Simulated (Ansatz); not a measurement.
A geometry relaxed with PBE-D3(BJ)/def2-SVP in Ansatz (a first-principles code), charge 0, multiplicity 1:

```xyz
23

H     -0.3685    -1.5360    -1.9399
C     -2.7426    -1.3187     1.0515
H     -3.4595     1.7839    -0.2334
C      0.9517    -0.4507    -0.6117
C      2.2480     0.9224     1.0846
C      2.2342    -0.8475    -1.1710
C      0.9590     0.4813     0.5759
H     -3.3819    -0.7848     1.7818
C     -2.8190     1.2260    -0.9445
C      3.4085    -0.3901    -0.6378
H     -2.0855    -2.0225     1.5966
H     -3.4709     0.6719    -1.6481
Ge    -1.6562    -0.0290     0.0328
H     -0.3447     1.5208     1.9560
H      2.2598     1.6023     1.9508
H      4.3710    -0.6998    -1.0736
H      4.3831     0.8503     0.9018
H     -3.3943    -1.8937     0.3648
C     -0.2627     0.8453     1.0913
H     -2.2044     1.9469    -1.5161
H      2.2354    -1.5272    -2.0374
C     -0.2760    -0.8573    -1.0788
C      3.4155     0.5063     0.5046
```

Q: Write the SMILES of this molecule.

A: `[CH3][Ge]1([CH3])[CH]=c2ccccc2=[CH]1`
